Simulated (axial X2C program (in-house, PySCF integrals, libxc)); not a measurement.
## Curves of GeSe⁺ by EOM-IP-CCSD

Calculated with an in-house all-electron X2C program for linear molecules (integrals from PySCF): two-component X2C with atomic mean-field Coulomb and Gaunt terms, Gaussian nuclei, basis Se dyall-cv3z, Ge dyall-cv3z with contracted cores.

Energies in eV from the lowest point of the lowest state; states are followed by energy order within each Ω. Reference: GeSe, 20 electrons correlated in 82 virtual spinors with an MP2 remainder; levels at this size can be off by some tenths of an eV. Masses 79.917 and 73.921 u.

| R (Å) | (1)Ω=3/2 | (1)Ω=1/2 | (2)Ω=1/2 |
| --- | --- | --- | --- |
| 1.965 | 1.2025 | 0.8808 | 1.4149 |
| 2.051 | 0.5570 | 0.5766 | 0.7842 |
| 2.136 | 0.1859 | 0.3559 | 0.5648 |
| 2.232 | 0.0044 | 0.1886 | 0.6492 |
| 2.328 | 0.0000 | 0.1865 | 0.8655 |
| 2.456 | 0.1765 | 0.3643 | 1.2633 |

T1 of the reference reaches 0.032 (Lee–Taylor). Curves followed by order can swap character. Number of frozen shells: Se 3 s, 2 p, 1 d; Ge 3 s, 2 p. Roots with under 60 % one-particle weight at any point are counted in the labels but not shown, and the list ends where the roots sought for some Ω run out; states that need a further excitation are missing and may lie low or lowest. Curves with a minimum but no constants failed the fit check.
